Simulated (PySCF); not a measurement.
# Correlation energy of In (indium, neutral)

[Kr] 4d10 5s2 6s1, 2S determinant (an excited configuration). All numbers are calculated (PySCF 2.14, the spin-free X2C one-electron Hamiltonian (Gaussian nucleus), in aug-cc-pVQZ-DK3). Frozen: [Kr] 4d10; 3 electrons correlated.

```
  level  correlation energy (mhartree)
   CCSD                         -38.52
    (T)                          -0.67
CCSD(T)                         -39.19
```

Diagnostics: T1 = 0.019, D1 = 0.0461, largest double amplitude 0.083.

Q: Is a single reference adequate?

A: Mostly. T1 lies below 0.03, but a double amplitude of this size points to a near-degeneracy that CCSD handles and MP2 describes poorly.
